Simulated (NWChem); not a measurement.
System: C3H9BeN; SMILES C[CH](C)[Be][NH2]

NWChem input:

```
start job
memory heap 200 mb stack 900 mb global 1100 mb
geometry units angstroms noautosym nocenter noautoz
  Be     0.045827     1.082273    -0.151966
  C     -0.009596    -0.605195    -0.392421
  C     -1.320369    -1.227022     0.142917
  C      1.211119    -1.346623     0.195533
  H      0.001347    -0.775411    -1.482894
  H     -1.363258    -2.310007    -0.052217
  H     -1.416448    -1.099305     1.229913
  H     -2.211949    -0.780838    -0.316771
  H      2.158787    -0.988506    -0.227354
  H      1.159629    -2.429904     0.003472
  H      1.275426    -1.220508     1.284750
  N      0.080920     2.573113     0.063901
  H     -0.660276     3.121715     0.482950
  H      0.849838     3.183957    -0.184156
end
basis spherical
  * library pcsseg-1
end
dft
  xc xpbe96 cpbe96
  iterations 150
end
property
  shielding
end
task dft property
```

Output (shortened):

```
             Northwest Computational Chemistry Package (NWChem) 7.3.0
             --------------------------------------------------------

                             Geometry "geometry" -> ""
                             -------------------------

 Output coordinates in angstroms (scale by  1.889725989 to convert to a.u.)

  No.       Tag          Charge          X              Y              Z
 ---- ---------------- ---------- -------------- -------------- --------------
    1 Be                   4.0000     0.04582700     1.08227300    -0.15196600
    2 C                    6.0000    -0.00959600    -0.60519500    -0.39242100
    3 C                    6.0000    -1.32036900    -1.22702200     0.14291700
    4 C                    6.0000     1.21111900    -1.34662300     0.19553300
    5 H                    1.0000     0.00134700    -0.77541100    -1.48289400
    6 H                    1.0000    -1.36325800    -2.31000700    -0.05221700
    7 H                    1.0000    -1.41644800    -1.09930500     1.22991300
    8 H                    1.0000    -2.21194900    -0.78083800    -0.31677100
    9 H                    1.0000     2.15878700    -0.98850600    -0.22735400
   10 H                    1.0000     1.15962900    -2.42990400     0.00347200
   11 H                    1.0000     1.27542600    -1.22050800     1.28475000
   12 N                    7.0000     0.08092000     2.57311300     0.06390100
   13 H                    1.0000    -0.66027600     3.12171500     0.48295000
   14 H                    1.0000     0.84983800     3.18395700    -0.18415600

 Effective nuclear repulsion energy (a.u.)     145.6091587951

  pbe96 is a nonlocal functional; adding pw91lda local functional.
                              NWChem Property Module
                              ----------------------

  itol2e modified to match energy
  convergence criterion.

                                 NWChem DFT Module
                                 -----------------

 Summary of "ao basis" -> "ao basis" (spherical)
 ------------------------------------------------------------------------------
       Tag                 Description            Shells   Functions and Types
 ---------------- ------------------------------  ------  ---------------------
 Be                         pcsseg-1                 6       12   3s3p
 C                          pcsseg-1                 7       17   3s3p1d
 H                          pcsseg-1                 3        5   2s1p
 N                          pcsseg-1                 7       17   3s3p1d

  itol2e modified to match energy
  convergence criterion.

            General Information
            -------------------
          SCF calculation type: DFT
          Wavefunction type:  closed shell.
          No. of atoms     :    14
          No. of electrons :    38
           Alpha electrons :    19
            Beta electrons :    19
          Charge           :     0
          Spin multiplicity:     1
          Use of symmetry is: off; symmetry adaption is: off
          Maximum number of iterations: 150
          AO basis - number of functions:   125
                     number of shells:    61
          Convergence on energy requested:  1.00D-07
          Convergence on density requested:  1.00D-05
          Convergence on gradient requested:  5.00D-04

              XC Information
              --------------
          PerdewBurkeErnzerhof Exchange Functional  1.000
            Perdew 1991 LDA Correlation Functional  1.000 local
           PerdewBurkeErnz. Correlation Functional  1.000 non-local

             Grid Information
             ----------------
          Grid used for XC integration:  fine
          Radial quadrature: Mura-Knowles
          Angular quadrature: Lebedev.
          Tag              B.-S. Rad. Rad. Pts. Rad. Cut. Ang. Pts.
          ---              ---------- --------- --------- ---------
          Be                  1.05       70          11.0       590
          C                   0.70       70          13.0       590
          H                   0.35       60          14.0       590
          N                   0.65       70          13.0       590
          Grid pruning is: on
          Number of quadrature shells:   890
          Spatial weights used:  Erf1

      Superposition of Atomic Density Guess
      -------------------------------------

 Sum of atomic energies:        -186.29874818

      Non-variational initial energy
      ------------------------------

 Total energy =    -189.221540
 1-e energy   =    -535.948790
 2-e energy   =     201.118091
 HOMO         =      -0.333642
 LUMO         =      -0.003632

   convergence    iter        energy       DeltaE   RMS-Dens  Diis-err
 ---------------- ----- ----------------- --------- --------- ---------
 d= 0,ls=0.0,diis     1   -188.8858871291 -3.34D+02  8.16D-03  7.48D-01
 d= 0,ls=0.0,diis     2   -188.8126707544  7.32D-02  5.67D-03  1.27D+00
 d= 0,ls=0.0,diis     3   -188.9476286352 -1.35D-01  1.45D-03  1.68D-01
 d= 0,ls=0.0,diis     4   -188.9652018105 -1.76D-02  5.76D-04  6.50D-03
 d= 0,ls=0.0,diis     5   -188.9658454148 -6.44D-04  2.18D-04  1.39D-03
  Resetting Diis
 d= 0,ls=0.0,diis     6   -188.9660330730 -1.88D-04  3.22D-05  2.53D-05
 d= 0,ls=0.0,diis     7   -188.9660361665 -3.09D-06  1.99D-05  2.62D-06
 d= 0,ls=0.0,diis     8   -188.9660356285  5.38D-07  1.12D-05  7.22D-06
 d= 0,ls=0.0,diis     9   -188.9660365065 -8.78D-07  1.85D-06  1.38D-07
 d= 0,ls=0.0,diis    10   -188.9660365210 -1.45D-08  4.34D-07  7.37D-09

         Total DFT energy =     -188.966036520992
      One electron energy =     -542.201624059134
           Coulomb energy =      236.800231912029
    Exchange-Corr. energy =      -29.173803169029
 Nuclear repulsion energy =      145.609158795142

 Numeric. integr. density =       38.000005072617

                       DFT Final Molecular Orbital Analysis
                       ------------------------------------

[...]

          -----------------------------------------
          Chemical Shielding Tensors (GIAO, in ppm)
          -----------------------------------------

                                NWChem CPHF Module
                                ------------------

  scftype          =     RHF
  nclosed          =       19
  nopen            =        0
  variables        =     2014
  # of vectors     =        3
  tolerance        = 0.10D-03
  level shift      = 0.00D+00
  max iterations   =       50
  max subspace     =       30

 SCF residual:    2.1305208655619977E-005

Iterative solution of linear equations
  No. of variables     2014
  No. of equations        3
  Maximum subspace       30
        Iterations       50
       Convergence  1.0D-04

   iter   nsub   residual    time
   ----  ------  --------  ---------
     1      3    7.09D-06      57.1

      Atom:    1  Be
        Diamagnetic
    138.9042      0.9404     -1.1695
      0.9404    163.3296      3.0015
     -1.1695      3.0015    136.0303

        Paramagnetic
    -80.5279      1.7009      0.4871
      1.7009    -15.7704      9.3595
      0.4871      9.3595    -79.1723

        Total Shielding Tensor
     58.3763      2.6413     -0.6824
      2.6413    147.5592     12.3610
     -0.6824     12.3610     56.8580

           isotropic =      87.5978
          anisotropy =      92.5291

          Principal Components and Axis System
                 1           2           3
              149.2839     58.6148     54.8948

      1         0.0278      0.9572      0.2880
      2         0.9908      0.0118     -0.1347
      3         0.1323     -0.2891      0.9481

      Atom:    2  C
        Diamagnetic
    255.8060     -0.3955      0.0263
     -0.3955    248.1447     -2.3784
      0.0263     -2.3784    241.7369

        Paramagnetic
    -83.7873     -0.3112     -2.5159
     -0.3112    -81.1488     -4.2801
     -2.5159     -4.2801    -72.2328

        Total Shielding Tensor
    172.0187     -0.7066     -2.4897
     -0.7066    166.9959     -6.6585
     -2.4897     -6.6585    169.5042

           isotropic =     169.5063
          anisotropy =       9.2460

          Principal Components and Axis System
                 1           2           3
              175.6703    171.7949    161.0536

      1        -0.4020      0.8950      0.1935
      2        -0.5367     -0.4015      0.7421
      3         0.7419      0.1944      0.6417

      Atom:    3  C
        Diamagnetic
    254.4609      4.8067     -4.0818
      4.8067    245.2628     -2.0680
     -4.0818     -2.0680    244.1928

        Paramagnetic
    -77.1173      4.3611     -3.5944
      4.3611    -90.6420     -3.7135
     -3.5944     -3.7135    -97.4577

        Total Shielding Tensor
    177.3436      9.1678     -7.6762
      9.1678    154.6209     -5.7815
     -7.6762     -5.7815    146.7351

           isotropic =     159.5665
          anisotropy =      35.0285

          Principal Components and Axis System
                 1           2           3
              182.9189    152.3583    143.4224

      1         0.9059     -0.4111      0.1020
      2         0.3440      0.8545      0.3891
      3        -0.2471     -0.3174      0.9155

      Atom:    4  C
        Diamagnetic
    253.1020     -5.4958      4.1293
     -5.4958    246.1229     -2.7747
      4.1293     -2.7747    244.3233

        Paramagnetic
    -80.5929     -5.8470      5.4389
     -5.8470    -89.3532     -3.4187
      5.4389     -3.4187    -97.9884

        Total Shielding Tensor
    172.5092    -11.3427      9.5682
    -11.3427    156.7697     -6.1934
      9.5682     -6.1934    146.3349

           isotropic =     158.5379
          anisotropy =      35.2748

          Principal Components and Axis System
                 1           2           3
              182.0544    150.9528    142.6066

      1         0.8396      0.5013     -0.2095
      2        -0.4509      0.8580      0.2461
      3         0.3031     -0.1122      0.9463

      Atom:    5  H
        Diamagnetic
     26.2696     -0.0378     -0.2834
     -0.0378     25.4509      1.6288
     -0.2834      1.6288     39.1234

        Paramagnetic
      3.2244     -0.1903      0.2048
     -0.1903      1.3126     -1.9264
      0.2048     -1.9264     -2.9390

        Total Shielding Tensor
     29.4940     -0.2280     -0.0786
     -0.2280     26.7635     -0.2976
     -0.0786     -0.2976     36.1844

           isotropic =      30.8140
          anisotropy =       8.0709

          Principal Components and Axis System
                 1           2           3
               36.1946     29.5125     26.7349

      1        -0.0107      0.9965      0.0832
      2        -0.0313     -0.0835      0.9960
      3         0.9995      0.0080      0.0321

      Atom:    6  H
        Diamagnetic
     27.1619      3.8506     -0.4993
      3.8506     38.0800      1.4911
     -0.4993      1.4911     23.3107

        Paramagnetic
      1.8060     -0.5356      0.3535
     -0.5356     -3.4871     -0.6004
      0.3535     -0.6004      3.8494

        Total Shielding Tensor
     28.9679      3.3151     -0.1457
      3.3151     34.5928      0.8907
     -0.1457      0.8907     27.1601

           isotropic =      30.2403
          anisotropy =       8.9242

          Principal Components and Axis System
                 1           2           3
               36.1897     27.7973     26.7338

      1         0.4144      0.7576      0.5043
      2         0.9063     -0.2932     -0.3043
      3         0.0827     -0.5831      0.8082

      Atom:    7  H
        Diamagnetic
     27.4897      1.1504     -4.5168
      1.1504     24.5154      0.0977
     -4.5168      0.0977     37.6529

        Paramagnetic
      1.9902     -0.2555      1.1503
     -0.2555      3.4181      0.0218
      1.1503      0.0218     -3.7869

        Total Shielding Tensor
     29.4800      0.8949     -3.3665
      0.8949     27.9335      0.1195
     -3.3665      0.1195     33.8660

           isotropic =      30.4265
          anisotropy =       7.9166

          Principal Components and Axis System
                 1           2           3
               35.7042     28.6410     26.9342

      1        -0.4800      0.5548      0.6796
      2        -0.0418      0.7593     -0.6494
      3         0.8763      0.3401      0.3412

      Atom:    8  H
        Diamagnetic
     38.3401     -2.7283      3.8104
     -2.7283     26.3710     -1.9689
      3.8104     -1.9689     25.4420

        Paramagnetic
     -2.3931      1.9054     -2.0840
      1.9054      1.3614      0.8950
     -2.0840      0.8950      1.0282

        Total Shielding Tensor
     35.9470     -0.8229      1.7264
     -0.8229     27.7325     -1.0739
      1.7264     -1.0739     26.4702

           isotropic =      30.0499
          anisotropy =       9.4771

          Principal Components and Axis System
                 1           2           3
               36.3679     28.0540     25.7277

      1         0.9763      0.1825     -0.1164
      2        -0.1158      0.8947      0.4314
      3         0.1828     -0.4077      0.8946

      Atom:    9  H
        Diamagnetic
     39.0606      1.6051     -3.5190
      1.6051     25.9164     -1.6126
     -3.5190     -1.6126     25.0942

        Paramagnetic
     -2.9386     -1.5784      2.2546
     -1.5784      1.7028      0.7665
      2.2546      0.7665      1.2643

        Total Shielding Tensor
     36.1221      0.0266     -1.2644
      0.0266     27.6191     -0.8462
     -1.2644     -0.8462     26.3585

           isotropic =      30.0332
          anisotropy =       9.3780

          Principal Components and Axis System
                 1           2           3
               36.2852     28.0039     25.8106

      1         0.9917     -0.0676      0.1094
      2         0.0155      0.9074      0.4199
      3        -0.1276     -0.4147      0.9009

      Atom:   10  H
        Diamagnetic
     26.5105     -2.8150      0.6978
     -2.8150     38.7193      1.2233
      0.6978      1.2233     23.3372

        Paramagnetic
      1.9354      0.0253     -0.2934
      0.0253     -3.5127     -0.4494
     -0.2934     -0.4494      3.8510

        Total Shielding Tensor
     28.4459     -2.7897      0.4044
     -2.7897     35.2067      0.7739
      0.4044      0.7739     27.1882

           isotropic =      30.2803
          anisotropy =       8.9516

          Principal Components and Axis System
                 1           2           3
               36.2480     27.9539     26.6388

      1        -0.3330      0.7510     -0.5702
      2         0.9407      0.2226     -0.2561
      3         0.0655      0.6216      0.7806

      Atom:   11  H
        Diamagnetic
     26.8855     -1.4307      3.9699
     -1.4307     24.6221     -0.3203
      3.9699     -0.3203     37.8408

        Paramagnetic
      2.1038      0.4911     -0.6594
      0.4911      3.3924      0.2151
     -0.6594      0.2151     -3.8743

        Total Shielding Tensor
     28.9893     -0.9396      3.3105
     -0.9396     28.0145     -0.1052
      3.3105     -0.1052     33.9666

           isotropic =      30.3235
          anisotropy =       7.9964

          Principal Components and Axis System
                 1           2           3
               35.6544     28.5128     26.8032

      1         0.4515     -0.4727      0.7568
      2        -0.0678      0.8275      0.5573
      3         0.8897      0.3029     -0.3416

[...]
```

Level: PBE/pcSseg-1, GIAO. The geometry was optimised at B3LYP/6-31G* (spherical d). The printed shielding anisotropy is the first printed principal value minus the mean of the other two.
